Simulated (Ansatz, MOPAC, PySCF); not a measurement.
Noncovalent pair: H2S (SMILES S) (first 3 atoms) with CHN (SMILES C#N); geometry from B3LYP-D3(BJ)/def2-TZVP, rigid monomers moved along the line of their centres of mass till H2···N5 is 4.28 Å.
(charge 0, multiplicity 1):
```xyz
6

S      0.2190     0.0231    -0.8022
H      0.3110    -0.0499     0.5374
H     -0.0105    -1.2940    -0.9229
C      0.7194    -0.1636     5.9428
N      0.6182    -0.2183     4.8033
H      0.8134    -0.1130     7.0044
```

Monomers are frozen at their geometry in the pair; levels with a basis set take the counterpoise correction. Rows marked so take none.

Frozen-core correlation. CBS: X⁻³ extrapolation of the correlation energy, Hartree–Fock from the larger set. Rows in 6-31G* carry no dispersion term and start afresh at each structure (6-31G* with six Cartesian d functions). The state that PM3 reach isn't checked.

The values were computed with Ansatz (a first-principles code); MOPAC for PM3 (differences of heats of formation); PySCF for 6-31G* rows. Each number belongs to the level named beside it.

### Question
What is the computed interaction energy (PM3)?

### Answer
-0.5 kcal/mol
